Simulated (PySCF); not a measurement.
Compound: CF3C(O)CH3, C3H3F3O.
Atom-mapped SMILES: `[CH3:1][C:2](=[O:3])[C:4]([F:5])([F:6])[F:7]` (hydrogens: H8, H9, H10 on C1)

The same species was optimised twice, with GFN2-xTB and with PBE0-D3(BJ)/def2-SVP (PySCF), and the same property calculations (PySCF, gas phase) were run on both structures.

| coordinate | GFN2-xTB | PBE0-D3(BJ)/def2-SVP | change |
| --- | --- | --- | --- |
| C2–C4 (Å) | 1.564 | 1.546 | -0.018 |
| C4–F6 (Å) | 1.328 | 1.317 | -0.011 |
| C1–C2 (Å) | 1.489 | 1.497 | +0.008 |
| C4–F7 (Å) | 1.344 | 1.337 | -0.007 |
| C4–F5 (Å) | 1.344 | 1.338 | -0.006 |
| C2=O3 (Å) | 1.194 | 1.199 | +0.005 |
| C1–C2–C4 (°) | 112.1 | 115.0 | +2.9 |
| C1–C2–O3 (°) | 127.6 | 125.7 | -1.9 |
| F5–C4–F6 (°) | 107.6 | 108.8 | +1.2 |
| F5–C4–F7 (°) | 106.6 | 107.7 | +1.1 |
| C2–C4–F7 (°) | 110.9 | 109.7 | -1.2 |
| F6–C4–F7 (°) | 107.6 | 108.8 | +1.2 |
| C2–C4–F6 (°) | 113.0 | 111.9 | -1.1 |
| C2–C4–F5 (°) | 110.9 | 109.8 | -1.1 |
| C1–C2–C4–F5 (°) | 59 | 59 | 0 |

Rotational constants: A = 3670, B = 2455, C = 2004 MHz (GFN2-xTB) against A = 3679, B = 2478, C = 2025 MHz (PBE0-D3(BJ)/def2-SVP). Point groups within 0.08 Å: Cs and Cs.

On the GFN2-xTB structure: HOMO (eV) -8.41 [PBE0/pcSseg-1]; LUMO (eV) -1.61 [PBE0/pcSseg-1]; dipole (D) 2.68 [PBE0/pcSseg-1]; GIAO shielding of C1 (ppm) 161.3 [PBE0/pcSseg-1]; GIAO shielding of C2 (ppm) -8.7 [PBE0/pcSseg-1]; GIAO shielding of O3 (ppm) -338.8 [PBE0/pcSseg-1]; GIAO shielding of C4 (ppm) 61.6 [PBE0/pcSseg-1]; GIAO shielding of F5/F6/F7 (mean) (ppm) 265.7 [PBE0/pcSseg-1].

**Question.** What do these properties become on the PBE0-D3(BJ)/def2-SVP structure?

**Answer.** 
```tsv
property	level	on GFN2-xTB	on PBE0-D3(BJ)/def2-SVP	change
HOMO (eV)	PBE0/pcSseg-1	-8.41	-8.33	+0.08
LUMO (eV)	PBE0/pcSseg-1	-1.61	-1.56	+0.05
dipole (D)	PBE0/pcSseg-1	2.68	2.61	-0.07
energy, GFN2-xTB geometry as zero (kcal/mol)	PBE0/pcSseg-1	0.0	-0.5	-0.5
GIAO shielding of C1 (ppm)	PBE0/pcSseg-1	161.3	159.4	-1.9
GIAO shielding of C2 (ppm)	PBE0/pcSseg-1	-8.7	-11.3	-2.6
GIAO shielding of O3 (ppm)	PBE0/pcSseg-1	-338.8	-354.9	-16.1
GIAO shielding of C4 (ppm)	PBE0/pcSseg-1	61.6	64.1	+2.5
GIAO shielding of F5/F6/F7 (mean) (ppm)	PBE0/pcSseg-1	265.7	271.7	+6.0
```

The heavy atoms differ by 0.025 Å rms after alignment. Among bonds between heavy atoms C2–C4 changes most (-0.018 Å). Changes are differences of the printed values. Neither structure is proved a minimum here.

The values belong to the conformer `[CH3:1][C:2](=[O:3])[C:4]([F:5])([F:6])[F:7]`: C1–C2–C4–F5 59°.
